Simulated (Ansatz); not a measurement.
Input file for Ansatz (a first-principles code): R-B3LYP/def2-TZVPPD on CH4N2O (a complex). Files ending in .json are basis or fitting sets from the Basis Set Exchange.

Ansatz 0.2 input:
```yaml
crystal:
  periodic: [false, false, false]
  atoms:
    - {symbol: N, position_ang: [-0.34839498, 0.36281176, -0.32613753]}
    - {symbol: N, position_ang: [0.36657889, -0.35850908, 0.07092464]}
    - {symbol: C, position_ang: [0.22808950, -0.49594675, 3.64356171]}
    - {symbol: O, position_ang: [-0.63274317, 0.43878309, 3.00659041]}
    - {symbol: H, position_ang: [0.92527267, -0.00982131, 4.33476914]}
    - {symbol: H, position_ang: [0.80482791, -0.97862239, 2.85619736]}
    - {symbol: H, position_ang: [-0.32981785, -1.26712398, 4.18595493]}
    - {symbol: H, position_ang: [-1.15891004, 0.88329868, 3.67817679]}
basis:
  gaussian:
    orbitals: def2-TZVPPD.json
hamiltonian:
  xc: {name: B3LYP}
scf: {lower_state_search: off}
```

The log:

```
WARN ansatz: RAYON_NUM_THREADS=1 ignored (pool sized by the plan → 1); use --threads N
Functional definition: B3LYP
these checks for a lower state are left out or cut short: stability, starts, cluster_reference, orbital_swaps, neighbouring_geometries, increment
integrals: 0.10 GiB planned
952 factors; their error is unknown
mean field: 0.99 GiB planned
mean field evaluation 1: about -6125.5453 eV, gradient 5.9e1 eV
mean field evaluation 2: about -6118.4350 eV, gradient 8.5e1 eV
mean field evaluation 4: about -6132.1776 eV, gradient 3.6e0 eV
mean field evaluation 8: about -6132.2053 eV, gradient 2.0e-1 eV
mean field evaluation 16: about -6132.2054 eV, gradient 2.7e-5 eV
mean field -6132.20536856 eV, -225.3543907367 hartree, gradient 4.5e-6 eV, S^2 0.000000; 0 other end points of the search recorded, 0 dependent functions left out
reference -6132.20562990 eV, -225.3544003405 hartree; 16, 16 occupied and 203, 203 virtual orbitals, 952 factors
Total energy: -6132.20562990 eV, -225.3544003405 hartree
Checks for a lower state left out: stability, starts, cluster_reference, orbital_swaps, neighbouring_geometries, increment
```

The calculation finished and met its thresholds.

Cost: around 4 core-seconds (rough).
